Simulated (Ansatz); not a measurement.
C3H8SSi can be A, `C=CSC[SiH3]`, or B, `C[SiH2]C(C)=S`.

Calculated with Ansatz (gas phase, PBE0-D4/def2-TZVP geometries, no zero-point term in ΔE). CBS: MP2 limit from def2 TZ/QZ plus the TZ coupled-cluster correction, frozen cores. DFT in def2-TZVPP. B3LYP here is the variant with VWN-RPA as its local correlation; programs differ in this. Each species was taken in one conformer, which may not be the lowest.

A:

Z-matrix (Å, degrees):
```
C
Si 1 1.882
S 1 1.810 2 112.4
H 1 1.094 2 112.6 3 124.6
H 1 1.093 2 109.6 3 -116.6
H 2 1.485 1 110.0 3 -60.6
H 2 1.484 1 109.2 3 59.6
H 2 1.490 1 110.0 3 179.6
C 3 1.744 1 101.1 2 70.2
C 9 1.328 3 123.9 1 -156.8
H 9 1.087 3 115.2 1 27.4
H 10 1.084 9 122.0 3 4.9
H 10 1.083 9 120.4 3 -174.2
```

B:

```xyz
13

C     0.955   -2.020    0.288
Si    0.338   -0.326    0.734
C    -0.445    0.580   -0.737
C    -0.983    1.950   -0.497
S    -0.507   -0.143   -2.186
H     0.137   -2.642   -0.079
H     1.708   -1.960   -0.499
H     1.398   -2.503    1.162
H    -0.698   -0.382    1.806
H     1.440    0.545    1.237
H    -1.746    1.918    0.290
H    -1.410    2.383   -1.401
H    -0.187    2.601   -0.118
```

Which is lower in electronic energy at CCSD(T)/CBS, and by how much? (Best estimate.)

Computed: B, by 15.1 kcal/mol.

Give E(B) − E(A) in kcal/mol with B3LYP, r2SCAN-D4, MP2/def2-TZVPP, HF/def2-TZVPP, B3LYP-D4, PBE-D4, ωB97M-V. (Best estimate.)

Ansatz gave: B3LYP -14.2, r2SCAN-D4 -14.9, MP2/def2-TZVPP -16.0, HF/def2-TZVPP -13.2, B3LYP-D4 -14.3, PBE-D4 -14.4, ωB97M-V -14.8. None reverses the order clearly.

Largest T1 diagnostic: 0.014.

In def2-TZVPP, CCSD(T) changes the Hartree–Fock value by −2.2 kcal/mol (the triples alone add −0.5 kcal/mol) and MP2 by −2.8 kcal/mol.
